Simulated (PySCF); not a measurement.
PySCF input for chloro-(4-chlorosilylphenyl)silane (C6H8Cl2Si2), SMILES Cl[SiH2]c1ccc([SiH2]Cl)cc1, TDA-PBE0/def2-SVP. The structure is a stationary point at B3LYP-D3(BJ)/def2-SVP. The values are those of a single conformer.

```python
import numpy as np
from pyscf import gto, scf, dft, tdscf

mol = gto.M(
    atom='''
    Si   -3.24891533    0.47125898    0.16243056
    Cl   -4.19655835   -0.66222940   -1.31006717
    C    -1.39848880    0.21457490    0.08025154
    C    -0.59443842    1.02764484   -0.73844336
    C     0.78250789    0.81794223   -0.82170478
    C     1.40007384   -0.21007230   -0.08705253
    C     0.59592782   -1.02342379    0.73138138
    C    -0.78090620   -0.81364638    0.81473660
    Si    3.25082773   -0.46510363   -0.16684921
    Cl    4.19267309    0.65052258    1.32292338
    H    -3.57775058    1.89856240   -0.08857055
    H    -3.76798056    0.02092115    1.48003259
    H    -1.04727549    1.83568698   -1.32020577
    H     1.38286743    1.46524772   -1.46742711
    H     1.04874783   -1.83142892    1.31322843
    H    -1.38120696   -1.46087837    1.46060747
    H     3.58036485   -1.89500996    0.06793572
    H     3.77345253    0.00162315   -1.47730886
    ''',
    basis='def2-SVP',
    charge=0,
    spin=0,
    max_memory=1600,
    verbose=4,
)
mf = dft.RKS(mol, xc='pbe0').density_fit(auxbasis='def2-universal-jkfit')
mf.grids.level = 3
mf.conv_tol = 1e-9
mf.max_cycle = 100
mf.kernel()
mf.grids = dft.Grids(mol).set(level=1).build(with_non0tab=True)  # coarser grid for the response kernel
td = tdscf.TDA(mf)
td.singlet = True
td.nstates = 10
td.conv_tol = 1e-4
td.kernel(x0=td.get_init_guess(mf, 15))
td.analyze()
tt = tdscf.TDA(mf)
tt.singlet = False
tt.nstates = 4
tt.conv_tol = 1e-4
tt.kernel(x0=tt.get_init_guess(mf, 9))
tt.analyze(verbose=3)
```

Log of the run:

```
PySCF version 2.14.0

[INPUT] verbose = 4
[INPUT] num. atoms = 18
[INPUT] num. electrons = 106
[INPUT] charge = 0
[INPUT] spin (= nelec alpha-beta = 2S) = 0
[INPUT] symmetry False subgroup None
[INPUT] Mole.unit = angstrom
[INPUT] Symbol           X                Y                Z      unit          X                Y                Z       unit  Magmom
[INPUT]  1 Si    -3.248915330000   0.471258980000   0.162430560000 AA   -6.139560175601   0.890550405942   0.306949272660 Bohr   0.0
[INPUT]  2 Cl    -4.196558350000  -0.662229400000  -1.310067170000 AA   -7.930345947257  -1.251432197635  -2.475668156084 Bohr   0.0
[INPUT]  3 C     -1.398488800000   0.214574900000   0.080251540000 AA   -2.642760820272   0.405487794206   0.151653431675 Bohr   0.0
[INPUT]  4 C     -0.594438420000   1.027644840000  -0.738443360000 AA   -1.123325811719   1.941967300922  -1.395455708904 Bohr   0.0
[INPUT]  5 C      0.782507890000   0.817942230000  -0.821704780000 AA    1.478725602411   1.545686800416  -1.552796989446 Bohr   0.0
[INPUT]  6 C      1.400073840000  -0.210072300000  -0.087052530000 AA    2.645756111768  -0.396979113357  -0.164505440150 Bohr   0.0
[INPUT]  7 C      0.595927820000  -1.023423790000   0.731381380000 AA    1.126140369809  -1.933990672464   1.382110500806 Bohr   0.0
[INPUT]  8 C     -0.780906200000  -0.813646380000   0.814736600000 AA   -1.475698846975  -1.537568820444   1.539629037659 Bohr   0.0
[INPUT]  9 Si     3.250827730000  -0.465103630000  -0.166849210000 AA    6.143174087842  -0.878918480241  -0.315299311000 Bohr   0.0
[INPUT] 10 Cl     4.192673090000   0.650522580000   1.322923380000 AA    7.923003869934   1.229309514045   2.499962871984 Bohr   0.0
[INPUT] 11 H     -3.577750580000   1.898562400000  -0.088570550000 AA   -6.760968738204   3.587762966397  -0.167374082202 Bohr   0.0
[INPUT] 12 H     -3.767980560000   0.020921150000   1.480032590000 AA   -7.120451301085   0.039535243711   2.796856250531 Bohr   0.0
[INPUT] 13 H     -1.047275490000   1.835686980000  -1.320205770000 AA   -1.979063853070   3.468945642630  -2.494827333371 Bohr   0.0
[INPUT] 14 H      1.382867430000   1.465247720000  -1.467427110000 AA    2.613240709281   2.768916895443  -2.773035345662 Bohr   0.0
[INPUT] 15 H      1.048747830000  -1.831428920000   1.313228430000 AA    1.981846172432  -3.460899075408   2.481642071693 Bohr   0.0
[INPUT] 16 H     -1.381206960000  -1.460878370000   1.460607470000 AA   -2.610102875743  -2.760660020601   2.760148093794 Bohr   0.0
[INPUT] 17 H      3.580364850000  -1.895009960000   0.067935720000 AA    6.765908992519  -3.581049827723   0.128379904875 Bohr   0.0
[INPUT] 18 H      3.773452530000   0.001623150000  -1.477308860000 AA    7.130791825747   0.003067308959  -2.791709146793 Bohr   0.0

nuclear repulsion = 783.311785348257
number of shells = 92
number of NR pGTOs = 344
number of NR cGTOs = 196
basis = def2-SVP
ecp = {}


[settings echo left out]
init E= -1732.53943606298
  HOMO = -0.309035067419441  LUMO = -0.122928412965361  gap/eV = 5.06422
cycle= 1 E= -1731.42923768196  delta_E= 1.11  |g|= 0.413  |ddm|=  4.9
  HOMO = -0.254464841562414  LUMO = -0.0441422844211448  gap/eV = 5.72317
cycle= 2 E= -1731.42415222131  delta_E= 0.00509  |g|= 0.442  |ddm|= 1.25
  HOMO = -0.291575492456765  LUMO = -0.0622936731012604  gap/eV = 6.23908
cycle= 3 E= -1731.47995718033  delta_E= -0.0558  |g|= 0.0309  |ddm|= 0.636
  HOMO = -0.287134813496511  LUMO = -0.0613000311195679  gap/eV = 6.14528
cycle= 4 E= -1731.48016880386  delta_E= -0.000212  |g|= 0.0146  |ddm|= 0.0613
  HOMO = -0.288982358249531  LUMO = -0.0616339437077134  gap/eV = 6.18647
cycle= 5 E= -1731.48021878807  delta_E= -5e-05  |g|= 0.004  |ddm|= 0.0204
  HOMO = -0.288530527724046  LUMO = -0.0615119071773456  gap/eV = 6.17749
cycle= 6 E= -1731.48022277545  delta_E= -3.99e-06  |g|= 0.000956  |ddm|= 0.00459
  HOMO = -0.288512745991987  LUMO = -0.0614431902213601  gap/eV = 6.17888
cycle= 7 E= -1731.48022298722  delta_E= -2.12e-07  |g|= 0.000274  |ddm|= 0.00133
  HOMO = -0.288541295453605  LUMO = -0.0614744642903364  gap/eV = 6.17880
cycle= 8 E= -1731.48022300896  delta_E= -2.17e-08  |g|= 5.64e-05  |ddm|= 0.000416
  HOMO = -0.288535954526421  LUMO = -0.0614694886611864  gap/eV = 6.17879
cycle= 9 E= -1731.48022300972  delta_E= -7.57e-10  |g|= 2.58e-05  |ddm|= 9.42e-05
  HOMO = -0.288534096038155  LUMO = -0.0614682517348948  gap/eV = 6.17878
Extra cycle  E= -1731.48022300924  delta_E= 4.81e-10  |g|= 4.76e-05  |ddm|= 8.88e-05
converged SCF energy = -1731.48022300924
tot grids = 76312


******** <class 'pyscf.tdscf.rks.TDA'> for <class 'pyscf.df.df_jk.DFRKS'> ********
nstates = 10 singlet
deg_eia_thresh = 1.000e-03
wfnsym = None
conv_tol = 0.0001
eigh lindep = 1e-12
eigh level_shift = 0
eigh max_cycle = 100


Excitation energies (eV)
[5.13560421 5.65521683 5.84196385 6.14322473 6.15615199 6.16982144
 6.4694184  6.95747163 6.96451649 7.07942901]

** Singlet excitation energies and oscillator strengths **
Excited State   1:      5.13560 eV    241.42 nm  f=0.0155
      52 -> 55        0.38845
      53 -> 54       -0.58609
Excited State   2:      5.65522 eV    219.24 nm  f=0.0868
      51 -> 54        0.61829
      52 -> 54       -0.30698
Excited State   3:      5.84196 eV    212.23 nm  f=0.3718
      51 -> 54       -0.30523
      52 -> 54       -0.57202
      53 -> 55       -0.24100
Excited State   4:      6.14322 eV    201.82 nm  f=0.0000
      50 -> 54        0.69870
Excited State   5:      6.15615 eV    201.40 nm  f=0.0000
      49 -> 54        0.69535
Excited State   6:      6.16982 eV    200.95 nm  f=0.0000
      48 -> 54       -0.69435
Excited State   7:      6.46942 eV    191.65 nm  f=0.0004
      47 -> 55       -0.18799
      51 -> 55       -0.67303
Excited State   8:      6.95747 eV    178.20 nm  f=0.0088
      46 -> 54       -0.68819
Excited State   9:      6.96452 eV    178.02 nm  f=0.0895
      47 -> 54       -0.64903
      53 -> 55        0.20891
Excited State  10:      7.07943 eV    175.13 nm  f=0.2506
      46 -> 54        0.10286
      52 -> 55       -0.52497
      53 -> 54       -0.34513
      53 -> 58       -0.13698
      53 -> 59        0.16420

** Transition electric dipole moments (AU) **
state          X           Y           Z        Dip. S.      Osc.
  1        -0.0240     -0.2681      0.2253      0.1233      0.0155
  2        -0.7653     -0.0798     -0.1850      0.6263      0.0868
  3        -1.6030      0.1684      0.0082      2.5979      0.3718
  4        -0.0074      0.0000     -0.0010      0.0001      0.0000
  5        -0.0148      0.0005     -0.0025      0.0002      0.0000
  6         0.0001     -0.0007      0.0004      0.0000      0.0000
  7         0.0005      0.0379     -0.0321      0.0025      0.0004
  8        -0.0561     -0.1606      0.1515      0.0519      0.0088
  9        -0.6875      0.1943      0.1178      0.5243      0.0895
 10        -0.0526     -0.9160      0.7764      1.4446      0.2506

** Transition velocity dipole moments (imaginary part, AU) **
state          X           Y           Z        Dip. S.      Osc.
  1         0.0017      0.0140     -0.0119      0.0003      0.0012
  2        -0.1103      0.0110     -0.0005      0.0123      0.0394
  3        -0.2135     -0.0002     -0.0270      0.0463      0.1438
  4        -0.0011     -0.0000     -0.0002      0.0000      0.0000
  5         0.0004      0.0234     -0.0201      0.0010      0.0028
  6        -0.0001     -0.0005      0.0004      0.0000      0.0000
  7        -0.0000      0.0033     -0.0024      0.0000      0.0000
  8        -0.0064     -0.0030      0.0052      0.0001      0.0002
  9        -0.1024      0.0292      0.0227      0.0118      0.0309
 10         0.0082      0.0340     -0.0270      0.0020      0.0050

** Transition magnetic dipole moments (imaginary part, AU) **
state          X           Y           Z
  1        -0.0001     -0.0001      0.0001
  2         0.0002     -0.0018     -0.0012
  3        -0.0040     -0.0033     -0.0029
  4         0.4762     -0.2443     -0.2477
  5         0.0006      0.0065     -0.0048
  6         0.0176      0.2289     -0.1825
  7        -0.0002     -0.0000     -0.0006
  8         0.0002     -0.0007      0.0005
  9         0.0011      0.0007      0.0019
 10         0.0001     -0.0013      0.0010


******** <class 'pyscf.tdscf.rks.TDA'> for <class 'pyscf.df.df_jk.DFRKS'> ********
nstates = 4 triplet
deg_eia_thresh = 1.000e-03
wfnsym = None
conv_tol = 0.0001
eigh lindep = 1e-12
eigh level_shift = 0
eigh max_cycle = 100


Excitation energies (eV)
[3.81764018 4.23178704 4.60159155 5.21570136]

** Triplet excitation energies and oscillator strengths **
Excited State   1:      3.81764 eV    324.77 nm  f=0.0000
Excited State   2:      4.23179 eV    292.98 nm  f=0.0000
Excited State   3:      4.60159 eV    269.44 nm  f=0.0000
Excited State   4:      5.21570 eV    237.71 nm  f=0.0000
```

Self-consistency was reached.

Cost: around 6 core-minutes (rough).
